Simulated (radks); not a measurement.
V+, 22 electrons, occupied as [Ar] 3d4.

All-electron calculation, Dirac Kohn-Sham, PBE, spin-unpolarised, spherical densities, finite nucleus; open shells fill j = l - 1/2 first; Fermi nuclear charge, rms radius 3.6002 fm. Program: a radial shooting solver on a logarithmic mesh with Libxc functionals.

Energy parts (eV):
part                      energy
total                 -25816.943
kinetic                26093.981
electron-nucleus      -61422.642
Hartree                10740.973
exchange-correlation   -1229.254

Orbitals (lengths in bohr, moments of r in powers of bohr; r(90%) holds 90 % of the orbital's charge):
orbital  occ.  eigenvalue (eV)  r(90%)  small-component weight
1s1/2       2        -5366.735   0.119                6.80e-03
2s1/2       2        -604.6901   0.478                1.20e-03
2p1/2       2        -510.0367   0.448                1.18e-03
2p3/2       4        -502.9317   0.451                1.17e-03
3s1/2       2         -73.1273    1.43                2.48e-04
3p1/2       2         -47.6750    1.58                2.13e-04
3p3/2       4         -46.8645    1.60                2.10e-04
3d3/2       4          -8.9934    2.79                1.09e-04
3d5/2       0          -8.9354    2.81                1.08e-04

The highest occupied level is 3d3/2 at -8.993 eV. Summed over all electrons, <r^2> = 23.53 bohr^2, which gives a Langevin (diamagnetic) susceptibility term of -18.6 x 10^-6 cm^3/mol. For comparison, the ionisation energy in NIST's Atomic Spectra Database is 14.63 eV (measured). In exact Kohn-Sham theory the highest level is minus the ionisation energy, but local and semilocal functionals leave it too shallow, through self-interaction and a potential that decays too fast; potentials with the right tail come closer. The density falls to 0.001 e/bohr^3 at r = 3.69 bohr.

Beside tabulated values, note that spin-unpolarised runs miss the spin-polarisation part of the exchange energy of open shells.
